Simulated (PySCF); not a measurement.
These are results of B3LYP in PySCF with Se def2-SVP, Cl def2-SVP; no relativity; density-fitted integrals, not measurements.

```xyz
6
charge 1 multiplicity 1, angstrom
Se    0.0000    0.0000    0.0000
Cl   -0.0048    0.0000    2.1863
Cl    1.8958    0.0000   -1.0890
Cl    0.0000    2.2406    0.0000
Cl   -1.8910    0.0000   -1.0973
Cl    0.0000   -2.2406    0.0000
```

SeCl₅⁺ (singlet), along the line from Se1 (at 0) through Cl2 (at 2.186 Å).

Task: Tabulate the fields along this line at -0.66, -0.55, -0.44, -0.33, -0.22, -0.11, 0.11, 0.22, 0.33, 0.44, 0.55, 0.66, 0.77, 0.87, 0.98, 1.09, 1.20, 1.31, 1.42, 1.53, 1.64, 1.75, 1.86, 1.97, 2.08, 2.30, 2.40, 2.51, 2.62, 2.73, 2.84, 2.95, 3.06, 3.17, 3.28, 3.39, 3.50 Å.

Result: 
| distance (Å) | electron density (e/Å³) | electron localisation function | electrostatic potential (V) |
| --- | --- | --- | --- |
| -0.66 | 1.5 | 0.159 | 59.7 |
| -0.55 | 3.48 | 0.239 | 88.1 |
| -0.44 | 11.1 | 0.555 | 141 |
| -0.33 | 37.9 | 0.769 | 264 |
| -0.22 | 98.7 | 0.609 | 635 |
| -0.11 | 475 | 0.604 | 2180 |
| 0.11 | 475 | 0.602 | 2180 |
| 0.22 | 99.2 | 0.615 | 635 |
| 0.33 | 38 | 0.77 | 264 |
| 0.44 | 11.1 | 0.543 | 141 |
| 0.55 | 3.52 | 0.219 | 87.9 |
| 0.66 | 1.63 | 0.166 | 59.5 |
| 0.77 | 1.12 | 0.351 | 42.4 |
| 0.87 | 0.914 | 0.564 | 31.9 |
| 0.98 | 0.807 | 0.661 | 25.7 |
| 1.09 | 0.782 | 0.695 | 22.8 |
| 1.20 | 0.842 | 0.722 | 23 |
| 1.31 | 0.994 | 0.744 | 26.3 |
| 1.42 | 1.22 | 0.72 | 34.1 |
| 1.53 | 1.49 | 0.557 | 48.2 |
| 1.64 | 1.76 | 0.203 | 72.6 |
| 1.75 | 2.72 | 0.0782 | 115 |
| 1.86 | 9.93 | 0.473 | 195 |
| 1.97 | 52.1 | 0.862 | 395 |
| 2.08 | 189 | 0.416 | 1230 |
| 2.30 | 191 | 0.423 | 1230 |
| 2.40 | 52.4 | 0.862 | 393 |
| 2.51 | 9.91 | 0.457 | 194 |
| 2.62 | 2.7 | 0.0836 | 114 |
| 2.73 | 1.67 | 0.228 | 71.1 |
| 2.84 | 1.27 | 0.59 | 46.2 |
| 2.95 | 0.913 | 0.734 | 31.2 |
| 3.06 | 0.604 | 0.736 | 22 |
| 3.17 | 0.382 | 0.682 | 16.2 |
| 3.28 | 0.237 | 0.583 | 12.5 |
| 3.39 | 0.148 | 0.454 | 9.98 |
| 3.50 | 0.0932 | 0.332 | 8.3 |

On a grid of 0.11 Å the density has a local minimum along the bond near 1.09 Å from Se, at 0.78 e/Å³, where the ELF is 0.69.
